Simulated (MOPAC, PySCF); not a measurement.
H$_{3}$AlI$_{2}$Si, SMILES `[SiH3][Al]([I])[I]`, neutral singlet in the gas phase. 

Cartesian coordinates (Å):
```xyz
7

Si    -1.1904    -0.0559    -0.0524
Al     1.2445     0.0675     0.0270
I      2.6162    -2.0006     0.1179
I      2.4254     2.2512     0.0662
H     -1.6246    -1.2023    -0.8866
H     -1.7680     1.1953    -0.5986
H     -1.7032    -0.2552     1.3265
```
Charge 0, multiplicity 1.

All levels are single points at this geometry (B3LYP-D3(BJ)/def2-TZVP); Pople sets use spherical d functions. Orbital energies aren't observables, and empty levels follow the basis.

HF/6-31G* (LANL2DZ on I) in PySCF gives gap (eV) = 10.50.

Question: Estimate the gap (eV) from each of these levels: B3LYP-D3(BJ)/def2-TZVP in PySCF; B3LYP/6-311+G** (LANL2DZ on I) in PySCF; B3LYP/LANL2DZ in PySCF; BP86/6-31G* (LANL2DZ on I) in PySCF; M06-2X/6-31G* (LANL2DZ on I) in PySCF; PBE/6-31G* (LANL2DZ on I) in PySCF; AM1 in MOPAC; PM7 in MOPAC.

Answer: 
```
level                                    gap (eV)
---------------------------------------  --------
B3LYP-D3(BJ)/def2-TZVP in PySCF              5.09
B3LYP/6-311+G** (LANL2DZ on I) in PySCF      5.12
B3LYP/LANL2DZ in PySCF                       5.05
BP86/6-31G* (LANL2DZ on I) in PySCF          3.80
M06-2X/6-31G* (LANL2DZ on I) in PySCF        7.01
PBE/6-31G* (LANL2DZ on I) in PySCF           3.77
AM1 in MOPAC                                 7.47
PM7 in MOPAC                                 6.77
```
